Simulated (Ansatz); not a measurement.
CH6AlBS (`[CH3][AlH][BH]S`), relaxed with RKS PBE-D4/def2-SVP in Ansatz from a rough embedded geometry. The force threshold is 0.03 eV/Å; the program also tests the step.

Charge 0, multiplicity 1.

Start:

```xyz
10

C     1.075    0.897    0.960
Al   -0.362    0.905   -0.321
B    -0.910   -0.880   -1.179
S    -0.102   -2.425   -0.774
H     0.846    0.251    1.867
H     1.286    1.968    1.376
H     2.028    0.560    0.506
H    -1.146    2.297   -0.701
H    -1.795   -0.862   -2.019
H    -0.922   -2.710    0.287
```

```tsv
step	energy (eV)	largest force (eV/Å)	largest move (Å)
1	-19223.9831	2.005	0.000
2	-19224.3964	0.902	0.163
3	-19224.5946	2.179	0.197
4	-19224.9260	1.739	0.195
5	-19225.1661	1.094	0.200
6	-19225.3196	1.166	0.195
7	-19225.3610	0.949	0.153
8	-19225.4025	0.295	0.069
9 (rejected)	-19225.3914	0.394	0.112
10	-19225.4145	0.047	0.055
11	-19225.4150	0.024	0.015
```

End:

```xyz
10

C     1.071    0.868    0.966
Al   -0.447    0.908   -0.300
B    -0.977   -0.875   -1.347
S    -0.809   -2.507   -0.655
H     0.850    0.192    1.822
H     1.318    1.862    1.390
H     1.989    0.460    0.488
H    -1.298    2.268   -0.458
H    -1.447   -0.946   -2.470
H    -0.250   -2.231    0.564
```

Run time 14 s (2 threads of an AMD EPYC 9R14 on a shared host); peak host memory 0.17 GiB.
